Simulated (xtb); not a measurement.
FLi, charge +1, doublet, from a rough starting geometry (GFN-xTB shapes and energies of metal compounds can be far from the true ones) (a state made from the parent by changing its charge; the spin is typed, not shown lowest); GFN2-xTB (xtb).

The xtb input:
```
$ xtb mol.xyz --gfn 2 --chrg 1 --uhf 1 --opt vtight --json

# file mol.xyz
2

Li     0.01989282     0.00355694    -0.85458647
F      0.00661692     0.03922763     0.82925099
```

Q: Write the output that xtb gives for this input, abridged.

A: 
```
   ID    Z sym.   atoms
    1    3 Li     1
    2    9 F      2

           -------------------------------------------------
          |                Calculation Setup                |
           -------------------------------------------------

           -------------------------------------------------
          |                 G F N 2 - x T B                 |
           -------------------------------------------------

          ...................................................
          :                      SETUP                      :
          :.................................................:
          :  # basis functions                   8          :
          :  # atomic orbitals                   8          :
          :  # shells                            4          :
          :  # electrons                         7          :
          :  max. iterations                   250          :
          :  Hamiltonian                  GFN2-xTB          :
          :  restarted?                      false          :
          :  GBSA solvation                  false          :
          :  PC potential                    false          :
          :  electronic temp.          300.0000000     K    :
          :  accuracy                    1.0000000          :
          :  -> integral cutoff          0.2500000E+02      :
          :  -> integral neglect         0.1000000E-07      :
          :  -> SCF convergence          0.1000000E-05 Eh   :
          :  -> wf. convergence          0.1000000E-03 e    :
          :  Broyden damping             0.4000000          :
          :  net charge                          1          :
          :  unpaired electrons                  1          :
          ...................................................

 iter      E             dE          RMSdq      gap      omega  full diag
   1     -4.4651263 -0.446513E+01  0.888E+00    7.20       0.0  T
   2     -4.4669875 -0.186119E-02  0.448E+00    8.51       1.0  T
   3     -4.4675029 -0.515421E-03  0.412E-01    9.79       1.0  T
   4     -4.4675052 -0.234973E-05  0.993E-02    9.84       1.0  T
   5     -4.4675054 -0.189749E-06  0.110E-02    9.81       6.4  T
   6     -4.4675054 -0.618365E-09  0.154E-03    9.81      45.8  T
   7     -4.4675054 -0.194884E-10  0.118E-04    9.81     599.8  T
   8     -4.4675054 -0.173372E-11  0.534E-05    9.81    1323.8  T

   *** convergence criteria satisfied after 8 iterations ***

[...]
 * total energy  :    -4.4610722 Eh     change       -0.3250733E-12 Eh
 * total energy  :    -4.4624114 Eh     change       -0.1339181E-02 Eh
 * total energy  :    -4.4648501 Eh     change       -0.2438686E-02 Eh
 * total energy  :    -4.4655236 Eh     change       -0.6735567E-03 Eh
 * total energy  :    -4.4658321 Eh     change       -0.3084713E-03 Eh
 * total energy  :    -4.4659707 Eh     change       -0.1386198E-03 Eh
 * total energy  :    -4.4659898 Eh     change       -0.1907435E-04 Eh
 * total energy  :    -4.4659969 Eh     change       -0.7106534E-05 Eh
 * total energy  :    -4.4659986 Eh     change       -0.1673668E-05 Eh
 * total energy  :    -4.4659992 Eh     change       -0.5665909E-06 Eh
 * total energy  :    -4.4659994 Eh     change       -0.2177902E-06 Eh
 * total energy  :    -4.4659995 Eh     change       -0.8903941E-07 Eh
   *** GEOMETRY OPTIMIZATION CONVERGED AFTER 12 ITERATIONS ***
         :: total energy              -4.465999463675 Eh    ::
[...]
         1        2.0000           -1.1013161             -29.9683
         2        1.9925           -0.8232912             -22.4029
         3        1.5038           -0.8186690             -22.2771
         4        1.5038           -0.8186690             -22.2771 (HOMO)
         5                         -0.5256631             -14.3040 (LUMO)
         6                         -0.3353382              -9.1250
         7                         -0.3353382              -9.1250
         8                         -0.1913259              -5.2062
      -------------------------------------------------------------
                  HL-Gap            0.2930059 Eh            7.9731 eV
             Fermi-level           -0.7454103 Eh          -20.2836 eV

     #   Z          covCN         q      C6AA      α(0)
     1   3 Li       0.514     0.899   138.569    45.744
     2   9 F        0.514     0.101     8.632     3.459

 Mol. C6AA /au·bohr⁶  :        184.714438
 Mol. C8AA /au·bohr⁸  :      11972.339112
 Mol. α(0) /au        :         49.202227

Wiberg/Mayer (AO) data.
largest (>0.10) Wiberg bond orders for each atom

 ---------------------------------------------------------------------------
     #   Z sym  total        # sym  WBO       # sym  WBO       # sym  WBO
 ---------------------------------------------------------------------------
     1   3 Li   0.190 --     2 F    0.190
     2   9 F    0.190 --     1 Li   0.190
 ---------------------------------------------------------------------------

molecular dipole:
                 x           y           z       tot (Debye)
 q only:        0.038       0.005      -1.692
   full:        0.041      -0.001      -1.986       5.049
molecular quadrupole (traceless):
                xx          xy          yy          xz          yz          zz
 q only:       -2.224      -0.000      -2.225      -0.116       0.038       4.449
  q+dip:       -2.794      -0.000      -2.796      -0.140       0.056       5.590
   full:       -2.175      -0.000      -2.177      -0.126       0.016       4.353

optimized geometry written to: xtbopt.xyz

           -------------------------------------------------
          | TOTAL ENERGY               -4.465999463675 Eh   |
          | GRADIENT NORM               0.000017418275 Eh/α |
          | HOMO-LUMO GAP               7.973096371697 eV   |
           -------------------------------------------------

normal termination of xtb
```
